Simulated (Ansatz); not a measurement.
Cost and result for the atomization energy of ClFH₄OSi₂ (`O[SiH](F)[SiH2]Cl`) (9 atoms, 8 bonds).

Cartesian coordinates in Å:
```
O 0.1269 -0.2901 -1.9605
Si -0.4754 0.6444 -0.7670
F 0.2206 2.0844 -0.7535
Si 0.0160 -0.3791 1.2923
Cl 1.8439 -1.3079 0.9729
H 0.9655 -0.7295 -1.7980
H -1.9072 0.8525 -1.0720
H 0.1728 0.5596 2.4299
H -0.9630 -1.4344 1.6558
```

Total charge 0; spin multiplicity 1. The geometry is a stationary point of PBE0-D4/def2-TZVP. It is one conformer, not always the lowest. Program: Ansatz. All runs use 4 threads of a server CPU on a shared host. Times are those of one run each, without the atoms' runs, and a repeat can differ threefold. Electronic energies, without spin–orbit coupling; frozen cores. CCSD(T)/CBS adds CCSD(T) − MP2 in def2-TZVPP to the MP2 limit, and its time is that of the two runs behind it. T1 = 0.012. B3LYP takes the VWN-RPA correlation (the form of Gaussian; ORCA's B3LYP/G).

CCSD(T)/CBS is a level of theory with its own doubt, some kJ/mol a heavy atom from the limit and from the frozen cores, so smaller differences don't rank the functionals.

```csv
level,functions,wall time,atomization (kJ/mol),difference from CCSD(T)/CBS,per bond
revPBE-D4/def2-TZVPP,244,1.6 s,3060.7,-86.0,-10.8
BLYP-D4/def2-TZVPP,244,1.6 s,3094.6,-52.1,-6.5
PBE-D4/def2-TZVPP (with forces),244,2.1 s,3136.3,-10.4,-1.3
BHLYP-D4/def2-TZVPP,244,2.5 s,3027.2,-119.5,-14.9
CAM-B3LYP-D4/def2-TZVPP,244,2.7 s,3127.9,-18.8,-2.4
CCSD(T)/def2-SVP,102,2.9 s,2850.1,-296.6,-37.1
r2SCAN-D4/def2-TZVPP (with forces),244,3.4 s,3134.2,-12.5,-1.6
B3LYP-D4/def2-TZVPP (with forces),244,3.7 s,3102.9,-43.8,-5.5
B2PLYP/def2-TZVPP,244,4 s,3079.2,-67.5,-8.4
PBE-QIDH/def2-TZVPP,244,4.2 s,3087.5,-59.2,-7.4
MP2/def2-QZVPP,444,14 s,3175.8,29.1,3.6
CCSD(T)/def2-TZVPP,244,68 s,3042.4,-104.3,-13.0
CCSD(T)/CBS(def2),–,82 s,3146.7,0.0,0.0
```

From BLYP to BHLYP (50 % exact exchange), in def2-TZVPP and without D4, the atomization energy moves by −49.3 kJ/mol: exact exchange takes away binding that semilocal exchange gives to molecules. In def2-TZVPP, CCSD(T) changes the Hartree–Fock value by +733.8 kJ/mol (the triples alone add +43.9 kJ/mol) and MP2 by +804.1 kJ/mol; breaking electron pairs costs correlation energy, which Hartree–Fock lacks. At CCSD(T), def2-SVP lies −296.6 kJ/mol from the extrapolated value and def2-TZVPP −104.3 kJ/mol: correlation converges slowly with the basis, and small sets miss more of it in the bonded molecule than in its fragments.
